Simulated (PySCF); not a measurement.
# Electron correlation in Rb²⁺ (rubidium, charge +2)

[Ar] 3d10 4s2 4p5, 2P determinant. Computed with PySCF 2.14 in aug-cc-pVDZ-X2C (7s6p4d, 45 functions), with scalar relativity by spin-free X2C-1e. Frozen: [Ar] 3d10 4s2; 5 electrons correlated.

Total MP2 correlation energy: -4.38 mhartree.

Same-spin part -1.37 and opposite-spin part -3.01 mhartree; SCS-MP2 scales them by 1/3 and 6/5 to -4.07 mhartree.

```tsv
level	correlation energy (mhartree)
CCSD	-4.83
(T)	-0.01
CCSD(T)	-4.84
```

Diagnostics: T1 = 0.00081, D1 = 0.0012, largest double amplitude 0.010.

Cost of the coupled-cluster step: 0.29 s of wall time on 1 thread of Neoverse-V2 (shared host), for 5 correlated electrons.

Iterations:

```
CC2 = 0
CCSD nocc = (np.int64(3), np.int64(2)), nmo = (30, 30)
frozen orbitals [[0, 1, 2, 3, 4, 5, 6, 7, 8, 9, 10, 11, 12, 13, 14], [0, 1, 2, 3, 4, 5, 6, 7, 8, 9, 10, 11, 12, 13, 14]]
max_cycle = 100
direct = 0
conv_tol = 1e-08
conv_tol_normt = 1e-06
diis_space = 8
diis_start_cycle = 0
Init t2, MP2 energy = -0.00438444888599601
Init E_corr(UCCSD) = -0.00438444888614339
cycle = 1  E_corr(UCCSD) = -0.00477375652497441  dE = -0.000389307639  norm(t1,t2) = 0.00459997
cycle = 2  E_corr(UCCSD) = -0.00481902170871464  dE = -4.52651837e-05  norm(t1,t2) = 0.000805724
cycle = 3  E_corr(UCCSD) = -0.00482725571897079  dE = -8.23401026e-06  norm(t1,t2) = 0.000233291
cycle = 4  E_corr(UCCSD) = -0.00482681355524081  dE = 4.4216373e-07  norm(t1,t2) = 4.59431e-05
cycle = 5  E_corr(UCCSD) = -0.00482686352754175  dE = -4.99723009e-08  norm(t1,t2) = 4.08858e-06
cycle = 6  E_corr(UCCSD) = -0.00482686470236578  dE = -1.17482403e-09  norm(t1,t2) = 6.99318e-07
UCCSD converged
E(UCCSD) = -2978.006548603143  E_corr = -0.004826864702365783
UCCSD(T) correction = -8.1732163086172e-06
```
